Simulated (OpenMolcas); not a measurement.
**Al⁺: effect of the IPEA shift**

```yaml
Program: OpenMolcas
Basis: ANO-RCC-VTZP [5s4p2d1f]
Scalar_Hamiltonian: DKH2, point nucleus
Active_space: 2 electrons in 4 orbitals (3s 3p)
State_averaging: 2S+1 = 3 even, 3 roots; 2S+1 = 1 even, 7 roots kept (CI in the orbitals of an earlier block); 2S+1 = 3 odd, 3 roots; 2S+1 = 1 odd, 3 roots kept (CI in the orbitals of an earlier block)
Spin-orbit_coupling: RASSI with atomic mean-field integrals over the reference wave functions, term energies averaged over their components
```

Methods on the same reference wave functions:
A. CASSCF
B. MS-CASPT2, IPEA 0 Eh, imaginary shift 0.1 Eh (closed shells correlated: 2s 2p)
C. MS-CASPT2, IPEA 0.25 Eh, imaginary shift 0.1 Eh (closed shells correlated: 2s 2p)

Energies in eV above 3s2 1S0, the measured ground level; measured values from NIST Handbook of Basic Atomic Spectroscopic Data.

```
      Level        A       B       C  Measured
    3s2 1S0   0.0000  0.0000  0.0000    0.0000
3s 3p 3P* 0   4.4097   4.516   4.525    4.6361
3s 3p 3P* 1   4.4160   4.522   4.531    4.6437
3s 3p 3P* 2   4.4286   4.535   4.544    4.6591
3s 3p 1P* 1   8.5849   7.438   7.597    7.4207
    3p2 3P0  11.4879  11.565  11.600   11.6650
    3p2 3P1  11.4941  11.571  11.607   11.6728
    3p2 3P2  11.5062  11.584  11.616   11.6878
    3p2 1D2  12.5644  11.302  11.647   10.5983
    3p2 1S0  15.0445  13.767  13.919   13.8413
```

Deviations, from unrounded energies. A percentage is the sum of absolute deviations over the sum of measured energies, with the sign that they share, or ± where signs differ.

| Against measurement | Levels | A | B | C |
| --- | --- | --- | --- | --- |
| mean absolute deviation (cm-1) | 9 | 5000 | 1300 | 1700 |
| other configurations (%) | 9 | ±6.9 | ±1.8 | ±2.3 |

B lies closest to measurement on these levels and A furthest from it. The largest miss of B in the table is 3p2 1D2, by +5700 cm-1. The ranking rests on the paired levels alone, and a cruder setting can come out closer through cancelling errors.

Between B and C the level of the table that moves most is 3p2 1D2, by 2800 cm-1 (lowest in B, highest in C).

The lowest spin-free term lies below A's lowest term by 0.216 hartree in B, 0.215 hartree in C.

Over all roots computed the reference weight is 0.87 to 0.98 in B, 0.91 to 0.98 in C; the roots of lowest weight are the least certain, and an intruder state may touch them. Terms from blocks run as CI alone lack orbitals of their own. The ¹D term of p² mixes with s d, which this space lacks. Without dynamic correlation excited terms often stand tens of per cent too high (terms of higher spin than the ground term too low), and those without a measured partner can miss by more than the paired ones (holds for A). Some levels mix across a computed gap that differs much from the measured one, so their mixing is not that of the real levels (holds for C). Measured partners are found by configuration, term and J. A level has none where our copy of the source lacks it or the pairing is in doubt (some pairs that miss far off the trend of their configuration count as doubtful), and it then counts in no deviation. Only configurations of the active space appear.

* marks odd parity.
